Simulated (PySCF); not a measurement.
## Ionisation energy of W⁵⁴⁺ by level of theory

W⁵⁴⁺ [Ar] 3d2 (3F) → W⁵⁵⁺ [Ar] 3d1 (2D), as a difference of total energies. All numbers are calculated (PySCF 2.14, the spin-free X2C one-electron Hamiltonian (Gaussian nucleus), in an uncontracted even-tempered set (17 s from 14 bohr⁻², ratio 2.5; 12 p from 18 bohr⁻², ratio 2.5; 7 d from 18 bohr⁻², ratio 2.5; 4 f from 62 bohr⁻², ratio 2.7; 3 g from 93 bohr⁻², ratio 2.7)). Correlated levels: outer shells: [Ne] frozen; virtual orbitals above 40 to 60 times the deepest correlated orbital energy dropped. The calculations carry no spin-orbit coupling.

| method | ionisation energy (eV) |
| --- | --- |
| UHF | 5165.7 |
| LDA | 5163.4 |
| PBE | 5164.8 |
| PBE0 | 5165.4 |
| r2SCAN | 5167.4 |
| BLYP | 5165.4 |
| B2PLYP | 5165.8 |
| MP2 (outer shells) | 5165.2 |
| SCS-MP2 (outer shells) | 5165.2 |

Spin-orbit coupling is strong in these open shells (close to jj coupling). The scalar numbers leave it out and a first-order estimate fails, so it can dominate the gap to the real levels.

Breit and QED terms and the two-electron picture change are absent.

For comparison: 5209 ± 4 eV (semi-empirical (NIST evaluation); NIST Atomic Spectra Database, ionization energies).
